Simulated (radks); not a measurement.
Ni IX, 20 electrons, occupied as [Ar] 3d2.

Method: non-relativistic Kohn-Sham, TPSS, spin-polarised, spherical densities, point nucleus; open shells are filled with parallel spins first; meta-GGA in the generalised Kohn-Sham scheme; computed with a radial shooting solver on a logarithmic mesh with Libxc functionals.

Energy parts (eV):
| part | energy |
|---|---|
| total | -40443.211 |
| kinetic | 40420.517 |
| electron-nucleus | -92707.317 |
| Hartree | 13399.120 |
| exchange-correlation | -1555.530 |

Orbitals (lengths in bohr, moments of r in powers of bohr; r(90%) holds 90 % of the orbital's charge):
orbital  occ.  eigenvalue (eV)  r(90%)      <r>
1s down     1        -8326.639  0.0976  0.05481
1s up       1        -8326.639  0.0976  0.05481
2s up       1        -1160.416   0.383   0.2478
2s down     1        -1158.512   0.382   0.2475
2p up       3        -1035.870   0.354   0.2165
2p down     3        -1034.374   0.353   0.2162
3s up       1        -281.9818    1.02   0.6962
3s down     1        -278.3789    1.03   0.6985
3p up       3        -242.6174    1.06   0.7028
3p down     3        -238.9496    1.06   0.7060
3d up       2        -177.8811    1.10   0.6926
3d down     0        -173.9503    1.11   0.6986

The highest occupied level is 3d up at -177.88 eV. The electron density at the nucleus is 1.498e+04 e/bohr^3. Spin moment in Bohr magnetons: 2. Virial ratio -V/T = 2.00056. For comparison, the ionisation energy in NIST's Atomic Spectra Database is 193.2 eV (semi-empirical). In exact Kohn-Sham theory the highest level is minus the ionisation energy, but local and semilocal functionals leave it too shallow, through self-interaction and a potential that decays too fast; potentials with the right tail come closer. Summed over all electrons, <r^2> = 6.195 bohr^2, which gives a Langevin (diamagnetic) susceptibility term of -4.91 x 10^-6 cm^3/mol. The spin density at the nucleus is -0.509 e/bohr^3 (1s -0.028, 2s -1.620, 3s 1.139), a Fermi contact field of -26.7 T. The density falls to 0.001 e/bohr^3 at r = 1.93 bohr.
